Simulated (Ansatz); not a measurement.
# A geometry optimisation of BrFInOSi with PBE0-D3(BJ)/def2-SVP

The starting geometry of this gas-phase doublet was optimised with GFN2-xTB.

```
atom    x (Å)    y (Å)    z (Å)
  Br  -1.1802  -0.2314   1.7119
   F   1.2661   1.0472   0.3564
  In  -1.4467  -1.4961  -0.9013
   O   0.8144  -1.4259  -0.4595
  Si   1.0827  -0.5123   0.7577
```

Predict what becomes of its bonds when it is optimised with PBE0-D3(BJ)/def2-SVP.

A bond breaks, giving a structure given below by its coordinates. Contacts that open: Br1–In3 (2.92 → 3.51 Å).

The energy falls by 0.27 eV over 13 steps:

```json
{"step": "1", "E − E(last) (eV)": "0.273"}
{"step": "2", "E − E(last) (eV)": "0.151"}
{"step": "4", "E − E(last) (eV)": "0.030"}
{"step": "5", "E − E(last) (eV)": "0.019"}
{"step": "6", "E − E(last) (eV)": "0.005"}
{"step": "8", "E − E(last) (eV)": "0.001"}
{"step": "9", "E − E(last) (eV)": "0.000"}
{"step": "10", "E − E(last) (eV)": "0.000"}
{"step": "12", "E − E(last) (eV)": "0.000"}
{"step": "13", "E − E(last) (eV)": "0.000"}
```

Final geometry (Å):

```csv
atom,x (Å),y (Å),z (Å)
Br,-1.0599,-0.1130,1.9020
F,1.4716,1.0533,0.4555
In,-1.3859,-1.8297,-1.1442
O,0.5791,-1.2850,-0.5358
Si,0.9314,-0.4440,0.7876
```

The end wasn't checked by frequencies. Open shells are spin-unrestricted. Atoms past krypton carry core potentials, without spin–orbit terms. Run with Ansatz 0.2.0, 92 s on 2 threads of Intel(R) Xeon(R) Platinum 8259CL CPU @ 2.50GHz (Skylake/Cascade Lake) (shared host).
